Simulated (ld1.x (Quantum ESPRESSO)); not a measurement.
**LDA (PZ) TM dataset for B (Z = 5), scalar-relativistic all-electron reference.**

* Element: boron
* Generator: ld1.x (Quantum ESPRESSO) 7.5
* Type: norm-conserving Troullier–Martins (Kleinman–Bylander form)
* Functional: LDA (PZ)
* Relativity: scalar-relativistic
* Frozen core: [He]
* Valence charge: 3
* Reference configuration: 2s2 2p1
* Partial waves: 2p (bound): rc 2.95 bohr; 2s (bound): rc 1.00 bohr
* Local potential: the s channel
* Core correction: a·sin(br)/r model core, default radius (core density twice the valence density)

All-electron outer shells of the reference configuration (LDA (PZ), scalar-relativistic, ld1.x):

```csv
shell,level (eV),outermost node (bohr),outermost maximum (bohr)
1s,-178.66,–,0.21
2s,-9.39,0.46,1.52
2p,-3.72,–,1.55
```

Task: Does the generator finish with these settings?

Result: Yes, a potential is produced and its reference levels are reproduced.

Task: Estimate the cutoffs (Ry, on a coarse ladder) from which the occupation-weighted sum of valence levels, in a spherical-Bessel basis at the reference potential, stays within 10 and 1 mRy of its value at 400 Ry.

Result: 60 Ry and 140 Ry.

Task: Does the potential have ghost states?

Result: No extra level below or beside the all-electron valence levels (p, s, d, f tested).

Task: Which valence shell sets the plane-wave cutoff?

Result: 2s: its level needs 110 Ry to come within 1 mRy, against 15 Ry for 2p.

Task: Tests: 2s2 2p0; 2s1 2p0; 2s2 2p0.5; 2s1 2p2; 2s0 2p3; 2s1 2p1; 2s2 2p1.3. Which has the largest error in its energy relative to the reference configuration, and how large is it?

Result: 2s1 2p0, with +254 meV (all-electron minus pseudo) on +33.63 eV.
